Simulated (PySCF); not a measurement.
A species of formula C8H9OP has this rotational fingerprint, computed with PBE0/pcSseg-1 in PySCF (dipole) on a GFN2-xTB geometry, gas phase:

| Property | Result |
| --- | --- |
| Rotational constants | A = 1539, B = 1020, C = 618.3 MHz |
| Dipole components | \|μa\| = 4.62 D, \|μb\| = 1.88 D, \|μc\| = 0.09 D |
| Inertial defect | -6.25 u·Å² |
| κ | -0.13 |

Question: Which structure is it? (One computed conformer of each.)
A. `[CH3:1][c:2]1[cH:3][c:4]([CH3:5])[p:6][c:7]([CH:8]=[O:9])[cH:10]1` with P6–C7–C8–O9 0°
B. `[CH3:1][c:2]1[cH:3][p:4][cH:5][c:6]([CH3:7])[c:8]1[CH:9]=[O:10]` with C6–C8–C9–O10 3°
C. `[CH:1]1=[CH:2][P:3]([c:4]2[cH:5][cH:6][cH:7][o:8]2)[CH2:9][CH2:10]1` with C2–P3–C4–C5 110°, C1–C2–P3–C4 90°, C2–P3–C9–C10 16°, P3–C9–C10–C1 -19°, C2–C1–C10–C9 13°

Answer: A. It is Cc1cc(C)pc(C=O)c1, an asymmetric top. The candidates at the same level (rigid rotor, commonest isotopes):

```
           SMILES  A (MHz)  B (MHz)  C (MHz)  μa (D)  μb (D)  μc (D)  Δ (u·Å²)  point group           rotor
Cc1cc(C)pc(C=O)c1     1539     1020    618.3    4.62    1.88    0.09     -6.25            –  asymmetric top
  Cc1cpcc(C)c1C=O     1679     1048    650.7    1.22    1.47    0.04     -6.31      near Cs  asymmetric top
C1=CP(c2ccco2)CC1     2416    899.0    809.8    0.25    1.40    0.32   -147.23           C1  asymmetric top
```

`Cc1cpcc(C)c1C=O` has A 9 % too high; `C1=CP(c2ccco2)CC1` has A 57 % too high. No structure here is proved a minimum.
